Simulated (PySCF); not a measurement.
# Electron correlation in N (nitrogen, neutral)

[He] 2s2 2p3, high-spin 4S determinant. Calculation: PySCF 2.14, in cc-pV5Z; no relativity, point nucleus. Frozen: 1s2; 5 electrons correlated.

MP2 pair energies summed by pair of shells (mhartree):

| pair | energy | share (%) |
| --- | --- | --- |
| 2s-2p | -69.80 | 65.2 |
| 2p-2p | -24.65 | 23.0 |
| 2s-2s | -12.63 | 11.8 |

Total MP2 correlation energy: -107.09 mhartree.

Same-spin part -31.83 and opposite-spin part -75.26 mhartree; SCS-MP2 scales them by 1/3 and 6/5 to -100.92 mhartree.
